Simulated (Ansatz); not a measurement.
System: BeCl2, net charge 0, singlet state. 
Structure (B3LYP-D3(BJ)/def2-TZVP (Ansatz, an electronic-structure program) minimum search):
SMILES: [Cl][Be][Cl]
```xyz
3

Be     0.0000     0.0000     0.0000
Cl     0.0000     0.0000    -1.8041
Cl     0.0000     0.0000     1.8041
```
Charge 0, spin multiplicity 1.

Atomisation energy built up term by term with Ansatz (kcal/mol; UHF references for open shells; valence terms freeze the core; atomic spin-orbit terms are left out; no core correlation term is included; no scalar relativity (X2C) term is included). Basis-set limits of correlation are two-point, X^-3; Hartree-Fock from the larger set.

| term | basis | kcal/mol |
|---|---|---|
| Hartree-Fock | def2-QZVPPD | 186.15 |
| CCSD correlation | CBS(def2-TZVPPD,def2-QZVPPD) | (withheld) |
| (T) | CBS(def2-TZVPPD,def2-QZVPPD) | (withheld) |
| sum: De |  | (withheld) |

### Question
What belongs in the gaps?

### Answer

- CCSD correlation, kcal/mol: 32.75
- (T), kcal/mol: 5.16
- sum: De, kcal/mol: 224.1
